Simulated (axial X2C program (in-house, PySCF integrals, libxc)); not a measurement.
## Spin–orbit effects along a row: homonuclear dimers (ions), HF

Computed with an in-house all-electron X2C program for linear molecules (integrals from PySCF), spin-free (one-electron X2C) or two-component (2c: spin–orbit coupling with atomic mean-field Coulomb and Gaunt terms, which also bring small scalar terms), in Dyall basis sets with cores contracted in-house; open shells are unrestricted.

Basis sets: B dyall-v3z, Be dyall-v3z, F dyall-av3z, Li dyall-cv3z, O dyall-av3z.

```json
{"molecule": "Li₂⁺", "spin-free state": "M_S = 1/2, Λ = 0", "Re (Å)": "3.138", "ωe (cm⁻¹)": "258.3", "De (eV)": "1.28", "2c state": "Ω = 1/2", "Re 2c (Å)": "3.138", "ωe 2c (cm⁻¹)": "258.3", "De 2c (eV)": "1.28"}
{"molecule": "Be₂⁺", "spin-free state": "M_S = 1/2, Λ = 0", "Re (Å)": "2.311", "ωe (cm⁻¹)": "470.6", "De (eV)": "1.93", "2c state": "Ω = 1/2", "Re 2c (Å)": "2.311", "ωe 2c (cm⁻¹)": "470.6", "De 2c (eV)": "1.93"}
{"molecule": "B₂⁺", "spin-free state": "M_S = 3/2, Λ = 1", "Re (Å)": "1.607", "ωe (cm⁻¹)": "1184.9", "De (eV)": "n/a", "2c state": "Ω = 1/2", "Re 2c (Å)": "1.607", "ωe 2c (cm⁻¹)": "1184.8", "De 2c (eV)": "n/a"}
{"molecule": "O₂⁺", "spin-free state": "M_S = 1/2, Λ = 1", "Re (Å)": "1.061", "ωe (cm⁻¹)": "2488.8", "De (eV)": "1.36", "2c state": "Ω = 1/2", "Re 2c (Å)": "1.061", "ωe 2c (cm⁻¹)": "2488.8", "De 2c (eV)": "1.38"}
{"molecule": "F₂⁺", "spin-free state": "M_S = 1/2, Λ = 1", "Re (Å)": "1.213", "ωe (cm⁻¹)": "1578.4", "De (eV)": "-1.03", "2c state": "Ω = 3/2", "Re 2c (Å)": "1.213", "ωe 2c (cm⁻¹)": "1578.2", "De 2c (eV)": "-1.01"}
```

Fragments in 2c: Li+ + Li, Be + Be+, B+ + B, O+ + O, F+ + F. Each entry is the lowest single determinant of a limited PBE0 search at one distance. De goes to single-determinant-based atoms at the same level (for ions the charge split of lowest energy) and is withheld (n/a) where an atom does not fit its ground term or J level. Main or longest-lived isotopes. One determinant is a doubtful description, or other states lie close, for Be₂⁺, B₂⁺; these need not be ground states, and all values refer to the states named. With several unpaired electrons the Ω given is that of one determinant, not necessarily of the lowest component. Some light 2c atoms are not at their ground J level, so De misses part of their lowering (0.04 eV or less).
